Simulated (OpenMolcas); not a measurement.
## Ni III: effect of the basis set

```
Program             : OpenMolcas
Method              : SS-CASPT2, IPEA 0.25 Eh, imaginary shift 0.1 Eh (closed shells correlated: 3s 3p)
Active space        : 8 electrons in 6 orbitals (3d 4s)
State averaging     : 2S+1 = 3 even, 55 roots; 2S+1 = 5 even, 10 roots kept (CI in the orbitals of an earlier block); 2S+1 = 1 even, 50 roots kept (CI in the orbitals of an earlier block)
Spin-orbit coupling : state interaction with AMFI integrals over the reference wave functions, term energies averaged over their components
```

A. ANO-RCC-VDZP [5s4p2d1f], DKH2, point nucleus; CASPT2 step of the order of 50 core-seconds
B. ANO-L-VTZP [6s5p3d2f1g], non-relativistic, point nucleus; CASPT2 step of the order of 40 core-seconds
C. ANO-RCC-VTZP [6s5p3d2f1g], DKH2, point nucleus; CASPT2 step roughly 70 core-seconds
D. ANO-R2 [6s5p4d2f1g], X2C, finite nucleus; CASPT2 step about 60 core-seconds
E. ANO-RCC-VQZP [7s6p4d3f2g1h], DKH2, point nucleus; CASPT2 step of the order of 90 core-seconds
F. ANO-R3 [7s5p5d3f2g1h], X2C, finite nucleus; CASPT2 step about 2 core-minutes

Energies in cm⁻¹ above 3d⁸ ³F₄, the measured ground level; measured values from Corliss and Sugar, J. Phys. Chem. Ref. Data 10, 197 (1981).

```csv
Level,A,B,C,D,E,F,Measured
3d⁸ ³F₄,0.0,0.0,0.0,0.0,0.0,0.0,0.0
3d⁸ ³F₃,1524,1493,1447,1454,1461,1461,1361
3d⁸ ³F₂,2530,2480,2400,2420,2430,2430,2270
3d⁸ ¹D₂,13430,13340,13270,13340,13090,13210,14032
3d⁸ ³P₂,17460,16950,16750,16750,16640,16760,16662
3d⁸ ³P₁,17900,17340,17120,17120,17020,17150,16978
3d⁸ ³P₀,18170,17610,17390,17390,17290,17420,17231
3d⁸ ¹G₄,23880,23100,22980,22910,22560,22720,23109
3d⁸ ¹S₀,51930,52300,51920,51750,51270,51360,52532
3d⁷ 4s ⁵F₅,57730,55380,53830,50930,52720,51300,53704
3d⁷ 4s ⁵F₄,58670,56300,54720,51840,53620,52210,54658
3d⁷ 4s ⁵F₃,59420,57040,55430,52550,54340,52930,55406
3d⁷ 4s ⁵F₂,59970,57580,55960,53080,54870,53450,55952
3d⁷ 4s ⁵F₁,60330,57930,56300,53420,55220,53800,56308
3d⁷ 4s ³F₄(1),64350,62650,60120,58940,59490,58310,
3d⁷ 4s ³F₃(1),65620,63900,61330,60160,60720,59530,
3d⁷ 4s ³F₂(1),66500,64770,62170,61000,61560,60380,
3d⁷ 4s ⁵P₃,76330,73310,71600,68780,70580,69060,71067
3d⁷ 4s ⁵P₂,76600,73600,71890,69090,70860,69340,71384
3d⁷ 4s ⁵P₁,77110,74090,72360,69550,71340,69820,71842
3d⁷ 4s ³G₅,79310,76700,75020,72590,73780,72350,75124
3d⁷ 4s ³G₄,79820,77200,75510,73090,74280,72840,75647
3d⁷ 4s ³G₃,80420,77780,76070,73650,74850,73410,76237
3d⁷ 4s ¹G₄,83070,80750,78760,76820,77600,76280,79250
```

Deviations, from unrounded energies. A percentage is the sum of absolute deviations over the sum of measured energies, with the sign that they share, or ± where signs differ.

```tsv
Against measurement	Levels	A	B	C	D	E	F
mean absolute deviation (cm-1)	20	2900	1200	240	1700	780	1600
fine structure of the ground term (%)	2	+11.6	+9.4	+6.1	+6.6	+7.1	+7.0
other terms of the ground configuration (%)	6	±3.3	±1.4	±1.3	±1.5	±2.0	±2.0
other configurations (%)	12	+6.6	+2.6	±0.3	-3.9	-1.6	-3.7
```

C lies closest to measurement on these levels and A furthest from it. The largest miss of C in the table is 3d⁸ ¹D₂, by -760 cm-1. The ranking rests on the paired levels alone, and a cruder setting can come out closer through cancelling errors.

Among A to F the level of the table that moves most is 3d⁷ 4s ⁵P₁, by 7600 cm-1 (lowest in D, highest in A). Moves below CASPT2's spread within the term are not significant.

Term energies are means over components that CASPT2 splits; among the terms shown or strongly mixed into the levels shown the widest spread is 990 cm-1 (3d⁷ 4s ³F(1), A). Terms from blocks run as CI alone lack orbitals of their own. A single d shell beside an s shell can misplace configurations of different d count against each other. Some levels mix across a computed gap that differs much from the measured one, so their mixing is not that of the real levels (holds for A; B; C; E; F). The CASPT2 spread within a term exceeds the gap to the next term for 3d⁸ ¹S and 3d⁷ 4s ⁵F, so the order of their levels is uncertain (holds for D). Computed and measured levels are paired by configuration, term and J; levels that our copy of the source lacks, or whose pairing is in doubt (as where it misses far off the trend of its configuration), stay unpaired and out of the deviations. Only configurations of the active space appear. The table leaves out levels that lie high or whose names do not pair safely across all columns.

A number in round brackets counts repeated terms of one configuration in the order of the reference energies.
